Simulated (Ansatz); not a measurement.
Consider the ligand exchange at a B–S bond: `CB[S][GeH3]` + `[SiH3]N[SiH3]` → `CBN([SiH3])[SiH3]` + `[SH][GeH3]`.

Gas-phase electronic energies from Ansatz, PBE0-D4/def2-TZVP geometries. CCSD(T)/CBS is the MP2 limit (def2-TZVPP, def2-QZVPP) plus CCSD(T) − MP2 in def2-TZVPP, frozen cores. This one scheme is used for every species. DFT in def2-TZVPP. For Ge outer-core shells are correlated without core-valence functions, which leaves a few kJ/mol of doubt a bond. Scalar relativity is left out up to krypton. One conformer a species, not always the lowest.

`CB[S][GeH3]`:

Z-matrix (Å, degrees):
```
C
B 1 1.558
H 1 1.096 2 109.5
H 1 1.091 2 115.0 3 -122.6
H 1 1.097 2 109.4 3 114.9
S 2 1.787 1 120.3 3 123.0
H 2 1.199 1 120.7 3 -57.1
Ge 6 2.235 2 100.6 1 180.0
H 8 1.534 6 109.2 2 -59.8
H 8 1.534 6 109.3 2 61.3
H 8 1.535 6 106.5 2 -179.3
```

`[SiH3]N[SiH3]`:

```xyz
10

Si   -0.236   -1.308   -0.819
N     0.317    0.288   -0.466
Si    0.119    1.210    0.980
H    -1.159   -1.708    0.271
H     0.876   -2.295   -0.899
H    -0.950   -1.346   -2.125
H     0.883    0.721   -1.183
H    -0.848    0.484    1.839
H    -0.398    2.572    0.675
H     1.396    1.382    1.727
```

`CBN([SiH3])[SiH3]`:

Cartesian coordinates in Å:
```
C 0.388 0.527 -2.173
B 0.807 -0.054 -0.784
N 0.007 -0.123 0.387
Si 0.824 -0.823 1.773
Si -1.649 0.399 0.587
H -0.623 0.927 -2.245
H 1.093 1.316 -2.459
H 0.506 -0.249 -2.939
H 1.929 -0.496 -0.674
H 1.199 -2.234 1.511
H -0.126 -0.777 2.918
H 2.038 -0.045 2.120
H -2.213 0.868 -0.699
H -1.717 1.499 1.584
H -2.464 -0.736 1.094
```

`[SH][GeH3]`:

Z-matrix (Å, degrees):
```
Ge
S 1 2.224
H 1 1.536 2 110.4
H 1 1.533 2 104.8 3 119.2
H 1 1.536 2 110.4 3 -121.7
H 2 1.343 1 94.6 3 60.6
```

Problem. Is it downhill or uphill in electronic energy at CCSD(T)/CBS, and by how much? (An estimate is asked.)

Solution. Ansatz gave: Downhill: ΔE = -22.3 kJ/mol.

Problem. What do these levels give: PBE-D4, B2PLYP, PBE, CCSD(T)/def2-TZVPP, SCS-MP2/def2-QZVPP, MP2/CBS(def2)? (Estimate.)

Solution. Computed: PBE-D4 -18.5, B2PLYP -20.0, PBE -15.2, CCSD(T)/def2-TZVPP -23.8, SCS-MP2/def2-QZVPP -21.6, MP2/CBS(def2) -19.3 kJ/mol.

Largest T1 diagnostic among the species: 0.013.

The D4 term adds −5.1 kJ/mol with B3LYP and −3.0 kJ/mol with PBE0; it sums over pairs of atoms, weighted by their polarisabilities, and B3LYP, whose exchange is more repulsive, gets the larger term.

B3LYP here is the variant with VWN-RPA as its local correlation; programs differ in this.
